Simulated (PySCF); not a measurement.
# Static response to an electric field

Compound: C3H3FO4Si.
Atom-mapped SMILES: `[CH3:1][Si:2]1([F:3])[O:4][C:5](=[O:6])[C:7](=[O:8])[O:9]1` (hydrogens: H10, H11, H12 on C1)

Cartesian coordinates in Å at the GFN2-xTB level; atoms count from 1:
```xyz
12
C3H3FO4Si angstrom
C     -1.947   -0.171   -0.629
Si    -0.484   -0.363    0.523
F     -0.794   -1.125    1.892
O      0.298    1.041    0.908
C      1.590    1.051    0.541
O      2.330    1.963    0.708
C      1.939   -0.298   -0.129
O      2.996   -0.609   -0.568
O      0.847   -1.080   -0.145
H     -2.742    0.384   -0.140
H     -2.344   -1.145   -0.898
H     -1.688    0.351   -1.546
```

Level: CAM-B3LYP/def2-SVPD (PySCF), static field, nuclei fixed, core orbitals frozen in the response. The polarisability tensor in these axes (au):

```
x   81.04  5.86 -1.23
y    5.86 60.66  3.37
z   -1.23  3.37 53.38
```

Task: Diagonalise the tensor; give its mean and Δα, where Δα² is half the sum of the squared differences of the eigenvalues.

Result: Principal values 51.66, 60.81 and 82.61 au; mean 65.03 au = 9.64 Å³ = 10.72 × 10⁻⁴⁰ C²·m²/J; Δα = 27.54 au (42 % of the mean).

Task: What is the dipole moment, and where does it point?

Result: (-5.58, -0.82, -1.26) D, 5.78 D in size, pointing from the negative to the positive side. Measured along this direction, the outermost atoms are O8 and O6 at the negative end and H10 and H11 at the positive end.

Task: What depolarisation ratio follows for Rayleigh scattering of linearly polarised light, taking the static tensor?

Result: ρ = 3Δα²/(45ᾱ² + 4Δα²) = 2274.8/(190297 + 3033.0) = 0.0118.

Task: Refractivity n − 1 of an ideal gas of it at 350 K and 1 atm, from the electronic α?

Result: N = p/kT = 2.0968 × 10¹⁹ cm⁻³, so n − 1 = 2π × N × 9.64 × 10⁻²⁴ cm³ = 1270 × 10⁻⁶ at long wavelengths, for an ideal gas.

Task: Give the principal axes and the span of the nuclei along them.

Result: Largest value along (0.97, 0.26, -0.01), where the nuclei span 5.30 Å; middle along (-0.23, 0.87, 0.43), 2.95 Å; least along (0.12, -0.42, 0.90), 3.82 Å. The strongest response lies along the longest span, while the other two are in reverse order.

Task: In a dilute gas of rigid molecules at 350 K, how does the orientational term μ²/3kT compare with the electronic polarisability?

Result: In Gaussian units μ²/3kT = 230.18 Å³ against 9.64 Å³, a ratio of 23.89; the Debye molar polarisation (4π/3)N_A(α + μ²/3kT) is 604.9 cm³/mol, leaving out the vibrational part.

Task: Find the Langevin capture rate constant for NH4+ (18.034 u) meeting this molecule (149.978 u), k = 2.342 × 10⁻⁹ cm³/s × √(α in Å³ / reduced mass in u).

Result: The reduced mass is 16.10 u, so k = 1.81 × 10⁻⁹ cm³/s. The formula leaves out the permanent dipole, which adds to the capture rate.

Isolated species at its GFN2-xTB geometry, gas phase.

These values come from a run that also computed excited states. On Arm Neoverse V1, one thread, no GPU, shared host with 32 logical CPUs at a one-minute load of 16, this took 62 s (grids of density and orbitals included) and 1.0 GiB of memory at its peak.
